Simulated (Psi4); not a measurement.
Input for Psi4: SAPT0/jun-cc-pV(D+d)Z on CH6F2Si (a complex), monomers drawn apart or pushed together.

```
memory 1800 MB

molecule dimer {
0 1
Si   -0.08844837    0.05609210    0.07425440
H     0.20433039   -1.17421800    0.84566938
H    -1.31282739    0.69460376    0.60054249
H    -0.29472636   -0.31395754   -1.34560938
H     1.05693863    0.98628997    0.17453923
--
0 1
F     0.25326651    0.47533164    5.92648510
C    -0.17427438   -0.64457702    6.57794886
F    -1.53056128   -0.70411281    6.48573612
H     0.10363156   -0.56064594    7.62962284
H     0.25007840   -1.51827564    6.08200465
units angstrom
symmetry c1
no_reorient
no_com
}

set {
  basis jun-cc-pV(D+d)Z
  scf_type df
  freeze_core true
}

energy('sapt0')
```

Program output:

```
[...]
==> Input File <==

--------------------------------------------------------------------------
memory 1800 MB

molecule dimer {
0 1
Si   -0.08844837    0.05609210    0.07425440
H     0.20433039   -1.17421800    0.84566938
H    -1.31282739    0.69460376    0.60054249
H    -0.29472636   -0.31395754   -1.34560938
H     1.05693863    0.98628997    0.17453923
--
0 1
F     0.25326651    0.47533164    5.92648510
C    -0.17427438   -0.64457702    6.57794886
F    -1.53056128   -0.70411281    6.48573612
H     0.10363156   -0.56064594    7.62962284
H     0.25007840   -1.51827564    6.08200465
units angstrom
symmetry c1
no_reorient
no_com
}

set {
  basis jun-cc-pV(D+d)Z
  scf_type df
  freeze_core true
}

energy('sapt0')
--------------------------------------------------------------------------


   => Loading Basis Set <=

    Name: JUN-CC-PV(D+D)Z
    Role: ORBITAL
    Keyword: BASIS
    atoms 1         entry SI         line   566 file jun-cc-pv_dpd_z.gbs
    atoms 2-5, 9-10 entry H          line    60 file jun-cc-pv_dpd_z.gbs
    atoms 6, 8      entry F          line   290 file jun-cc-pv_dpd_z.gbs
    atoms 7         entry C          line   188 file jun-cc-pv_dpd_z.gbs

   => Loading Basis Set <=

    Name: JUN-CC-PV(D+D)Z
    Role: ORBITAL
    Keyword: BASIS
    atoms 1         entry SI         line   566 file jun-cc-pv_dpd_z.gbs
    atoms 2-5, 9-10 entry H          line    60 file jun-cc-pv_dpd_z.gbs
    atoms 6, 8      entry F          line   290 file jun-cc-pv_dpd_z.gbs
    atoms 7         entry C          line   188 file jun-cc-pv_dpd_z.gbs


  //>>>>>>>>>>>>>>>>>>>>>>>>>>>>>>>>>>>//
  //              Dimer HF             //
  //<<<<<<<<<<<<<<<<<<<<<<<<<<<<<<<<<<<//

   => Libint2 <=

    Primary   basis highest AM E, G, H:  7, 6, 3
    Auxiliary basis highest AM E, G, H:  7, 7, 4
    Onebody   basis highest AM E, G, H:  -, -, -
    Solid Harmonics ordering:            Gaussian


   => Loading Basis Set <=

    Name: JUN-CC-PV(D+D)Z
    Role: ORBITAL
    Keyword: BASIS
    atoms 1         entry SI         line   566 file jun-cc-pv_dpd_z.gbs
    atoms 2-5, 9-10 entry H          line    60 file jun-cc-pv_dpd_z.gbs
    atoms 6, 8      entry F          line   290 file jun-cc-pv_dpd_z.gbs
    atoms 7         entry C          line   188 file jun-cc-pv_dpd_z.gbs


         ---------------------------------------------------------
                                   SCF
               by Justin Turney, Rob Parrish, Andy Simmonett
                          and Daniel G. A. Smith
                              RHF Reference
                        1 Threads,   1716 MiB Core
         ---------------------------------------------------------

  ==> Geometry <==

    Molecular point group: c1
    Full point group: C1

    Geometry (in Angstrom), charge = 0, multiplicity = 1:

       Center              X                  Y                   Z               Mass
    ------------   -----------------  -----------------  -----------------  -----------------
         SI          -0.088448370000     0.056092100000     0.074254400000    27.976926534650
         H            0.204330390000    -1.174218000000     0.845669380000     1.007825032230
         H           -1.312827390000     0.694603760000     0.600542490000     1.007825032230
         H           -0.294726360000    -0.313957540000    -1.345609380000     1.007825032230
         H            1.056938630000     0.986289970000     0.174539230000     1.007825032230
         F            0.253266510000     0.475331640000     5.926485100000    18.998403162730
         C           -0.174274380000    -0.644577020000     6.577948860000    12.000000000000
         F           -1.530561280000    -0.704112810000     6.485736120000    18.998403162730
         H            0.103631560000    -0.560645940000     7.629622840000     1.007825032230
         H            0.250078400000    -1.518275640000     6.082004650000     1.007825032230

  Running in c1 symmetry.

  Rotational constants: A =      0.30856  B =      0.00797  C =      0.00785 [cm^-1]
  Rotational constants: A =   9250.34171  B =    239.05419  C =    235.25210 [MHz]
  Nuclear repulsion =  137.334287646603173

  Charge       = 0
  Multiplicity = 1
  Electrons    = 44
  Nalpha       = 22
  Nbeta        = 22

  ==> Algorithm <==

  SCF Algorithm Type is DF.
  DIIS enabled.
  MOM disabled.
  Fractional occupation disabled.
  Guess Type is SAD.
  Energy threshold   = 1.00e-08
  Density threshold  = 1.00e-08
  Integral threshold = 1.00e-12

  ==> Primary Basis <==

  Basis Set: JUN-CC-PV(D+D)Z
    Blend: JUN-CC-PV(D+D)Z
    Number of shells: 53
    Number of basis functions: 111
    Number of Cartesian functions: 116
    Spherical Harmonics?: true
    Max angular momentum: 2

   => Loading Basis Set <=

    Name: (JUN-CC-PV(D+D)Z AUX)
    Role: JKFIT
    Keyword: DF_BASIS_SCF
    atoms 1         entry SI         line   506 file jun-cc-pvdz-jkfit.gbs
    atoms 2-5, 9-10 entry H          line    70 file jun-cc-pvdz-jkfit.gbs

[...]
    4.210492
      98A      4.317257    99A      4.369117   100A      4.514612
     101A      4.566106   102A      4.629855   103A      6.646208
     104A      6.646413   105A      6.716766   106A      6.717063
     107A      6.717511   108A     14.141275   109A     14.143336
     110A     14.147142   111A    103.595313

    Final Occupation by Irrep:
              A
    DOCC [    13 ]
    NA   [    13 ]
    NB   [    13 ]

  @DF-RHF Final Energy:  -237.92312681941144

   => Energetics <=

    Nuclear Repulsion Energy =             76.9759219476829628
    One-Electron Energy =                -483.5774474075060994
    Two-Electron Energy =                 168.6783986404117286
    Total Energy =                       -237.9231268194114364

Computation Completed


Properties will be evaluated at   0.000000,   0.000000,   0.000000 [a0]

Properties computed using the SCF density matrix


 Multipole Moments:

 ------------------------------------------------------------------------------------
     Multipole            Electronic (a.u.)      Nuclear  (a.u.)        Total (a.u.)
 ------------------------------------------------------------------------------------

 L = 1.  Multiply by 2.5417464519 to convert [e a0] to [Debye]
 Dipole X            :         23.5813409          -23.0312058            0.5501350
 Dipole Y            :         14.4929791          -15.1280404           -0.6350613
 Dipole Z            :       -311.1510171          311.5956400            0.4446229
 Magnitude           :                                                    0.9506003

 ------------------------------------------------------------------------------------

  Constructing Basis Sets for SAPT...

   => Loading Basis Set <=

    Name: (JUN-CC-PV(D+D)Z AUX)
    Role: RIFIT
    Keyword: DF_BASIS_SAPT
    atoms 1         entry SI         line   376 file jun-cc-pvdz-ri.gbs
    atoms 2-5, 9-10 entry H          line    30 file jun-cc-pvdz-ri.gbs
    atoms 6, 8      entry F          line   232 file jun-cc-pvdz-ri.gbs
    atoms 7         entry C          line   100 file jun-cc-pvdz-ri.gbs

   => Loading Basis Set <=

    Name: (JUN-CC-PV(D+D)Z AUX)
    Role: JKFIT
    Keyword: DF_BASIS_ELST
    atoms 1         entry SI         line   506 file jun-cc-pvdz-jkfit.gbs
    atoms 2-5, 9-10 entry H          line    70 file jun-cc-pvdz-jkfit.gbs
    atoms 6, 8      entry F          line   314 file jun-cc-pvdz-jkfit.gbs
    atoms 7         entry C          line   146 file jun-cc-pvdz-jkfit.gbs


  //>>>>>>>>>>>>>>>>>>>>>>>>>>>>>>>>>>>//
  //               SAPT0               //
  //<<<<<<<<<<<<<<<<<<<<<<<<<<<<<<<<<<<//



        SAPT0
    Ed Hohenstein
     6 June 2009

      Orbital Information
  --------------------------
    NSO        =       111
    NMO        =       111
    NRI        =       364
    NRI (Elst) =       496
    NOCC A     =         9
    NOCC B     =        13
    FOCC A     =         5
    FOCC B     =         3
    NVIR A     =       102
    NVIR B     =        98

    Elst10,r            =    -0.000064721412 [Eh]
    Exch10              =     0.000000238312 [Eh]
    Exch10 (S^2)        =     0.000000238312 [Eh]

    Maxiter = 50
    CPHF R converge = 1.000000E-08

    Iter     Energy [mEh]          dE [mEh]         Residual      Time [s]
       1      -0.00458378       0.004583782     3.645112e-04             0
       2      -0.00575117       0.001167387     1.096418e-04             0
       3      -0.00580526       0.000054091     1.169766e-05             0
       4      -0.00578956      -0.000015701     1.272218e-06             0
       5      -0.00579073       0.000001172     2.195524e-07             0
       6      -0.00579063      -0.000000101     5.039417e-08             0
       7      -0.00579063       0.000000003     6.619311e-09             0

    CHF Iterations converged

    Maxiter = 50
    CPHF R converge = 1.000000E-08

    Iter     Energy [mEh]          dE [mEh]         Residual      Time [s]
       1      -0.00006253       0.000062527     6.481392e-05             0
       2      -0.00007270       0.000010169     3.400702e-05             0
       3      -0.00007914       0.000006441     5.788175e-06             0
       4      -0.00007893      -0.000000203     1.747103e-06             0
       5      -0.00007884      -0.000000092     4.237837e-07             0
       6      -0.00007885       0.000000008     1.341676e-07             0
       7      -0.00007886       0.000000011     2.113816e-08             1
       8      -0.00007886      -0.000000001     5.292894e-09             1

    CHF Iterations converged

    Ind20,r (A<-B)      =    -0.000005790633 [Eh]
    Ind20,r (B<-A)      =    -0.000000078858 [Eh]
    Ind20,r             =    -0.000005869491 [Eh]
    Exch-Ind20,r (A<-B) =     0.000000054237 [Eh]
    Exch-Ind20,r (B<-A) =     0.000000003950 [Eh]
    Exch-Ind20,r        =     0.000000058187 [Eh]
    Disp20              =    -0.000051250628 [Eh]
    Disp20 (SS)         =    -0.000025625314 [Eh]
    Disp20 (OS)         =    -0.000025625314 [Eh]
    Exch-Disp20         =     0.000000035188 [Eh]
    Exch-Disp20 (SS)    =     0.000000026114 [Eh]
    Exch-Disp20 (OS)    =     0.000000009074 [Eh]

    SAPT Results
  --------------------------------------------------------------------------------------------------------
    Electrostatics                 -0.06472141 [mEh]      -0.04061330 [kcal/mol]      -0.16992604 [kJ/mol]
      Elst10,r                     -0.06472141 [mEh]      -0.04061330 [kcal/mol]      -0.16992604 [kJ/mol]

    Exchange                        0.00023831 [mEh]       0.00014954 [kcal/mol]       0.00062569 [kJ/mol]
      Exch10                        0.00023831 [mEh]       0.00014954 [kcal/mol]       0.00062569 [kJ/mol]
      Exch10(S^2)                   0.00023831 [mEh]       0.00014954 [kcal/mol]       0.00062569 [kJ/mol]

    Induction                      -0.00583550 [mEh]      -0.00366183 [kcal/mol]      -0.01532111 [kJ/mol]
      Ind20,r                      -0.00586949 [mEh]      -0.00368316 [kcal/mol]      -0.01541035 [kJ/mol]
      Exch-Ind20,r                  0.00005819 [mEh]       0.00003651 [kcal/mol]       0.00015277 [kJ/mol]
      delta HF,r (2)               -0.00002420 [mEh]      -0.00001519 [kcal/mol]      -0.00006354 [kJ/mol]

    Dispersion                     -0.05121544 [mEh]      -0.03213817 [kcal/mol]      -0.13446612 [kJ/mol]
      Disp20                       -0.05125063 [mEh]      -0.03216025 [kcal/mol]      -0.13455851 [kJ/mol]
      Exch-Disp20                   0.00003519 [mEh]       0.00002208 [kcal/mol]       0.00009239 [kJ/mol]
      Disp20 (SS)                  -0.02562531 [mEh]      -0.01608013 [kcal/mol]      -0.06727925 [kJ/mol]
      Disp20 (OS)                  -0.02562531 [mEh]      -0.01608013 [kcal/mol]      -0.06727925 [kJ/mol]
      Exch-Disp20 (SS)              0.00002611 [mEh]       0.00001639 [kcal/mol]       0.00006856 [kJ/mol]
      Exch-Disp20 (OS)              0.00000907 [mEh]       0.00000569 [kcal/mol]       0.00002382 [kJ/mol]

  Total HF                         -0.07031860 [mEh]      -0.04412559 [kcal/mol]      -0.18462147 [kJ/mol]
  Total SAPT0                      -0.12153404 [mEh]      -0.07626376 [kcal/mol]      -0.31908759 [kJ/mol]

  Special recipe for scaled SAPT0 (see Manual):
    Electrostatics sSAPT0          -0.06472141 [mEh]      -0.04061330 [kcal/mol]      -0.16992604 [kJ/mol]
    Exchange sSAPT0                 0.00023831 [mEh]       0.00014954 [kcal/mol]       0.00062569 [kJ/mol]
    Induction sSAPT0               -0.00583550 [mEh]      -0.00366183 [kcal/mol]      -0.01532111 [kJ/mol]
    Dispersion sSAPT0              -0.05121544 [mEh]      -0.03213817 [kcal/mol]      -0.13446612 [kJ/mol]
  Total sSAPT0                     -0.12153404 [mEh]      -0.07626376 [kcal/mol]      -0.31908759 [kJ/mol]
  --------------------------------------------------------------------------------------------------------



*** Psi4 exiting successfully. Buy a developer a beer!
```

The run finished.

Cost: about 7 core-seconds (a rough figure).
